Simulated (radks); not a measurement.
Radial electron density D(r) = 4 pi r^2 rho(r) of an atom or ion with 43 electrons. Calculated with a radial shooting solver on a logarithmic mesh with Libxc functionals: Dirac Kohn-Sham, PBE, spin-unpolarised, spherical densities, finite nucleus; Fermi nuclear charge, rms radius of each element as measured or else 0.836 A^(1/3) + 0.57 fm.

```
   r/bohr * D(r) (the largest magnitude, 69.6, reaches the edge; | marks zero)
 0.001308 |*
 0.001716 | *
 0.002253 |  *
 0.002957 |    *
 0.003882 |       *
 0.005095 |           *
 0.006688 |                *
 0.008778 |                       *
  0.01143 |                              *
    0.015 |                                      *
  0.01969 |                                           *
  0.02585 |                                           *
  0.03393 |                                        *
  0.04453 |                                     *
  0.05845 |                                       *
  0.07673 |                                                *
   0.1007 |                                                      *
   0.1322 |                                                 *
   0.1735 |                                     *
   0.2278 |                                   *
   0.2989 |                                          *
   0.3924 |                                     *
    0.515 |                    *
    0.676 |          *
   0.8803 |          *
    1.155 |         *
    1.517 |     *
    1.991 |  *
    2.613 |*
     3.43 *
    4.502 *
    5.909 *
```

What is the nuclear charge?

Answer. Z = 44. The innermost maximum, from 1s, lies near gamma/Z bohr with gamma = sqrt(1 - (Z/c)^2) = 0.947, here 0.0215 bohr (found: 0.0235), and its height grows with Z. The density is that of the ruthenium ion Ru+ in [Kr] 4d7; the configuration itself is not fixed sharply by these data, and Z only to a few units. D(r) has 4 maxima, at r = 0.0235, 0.104, 0.319, 0.961 bohr, and minima at 0.0471, 0.205, 0.750 bohr, inside which lie 2.05, 11.10, 29.13 electrons.
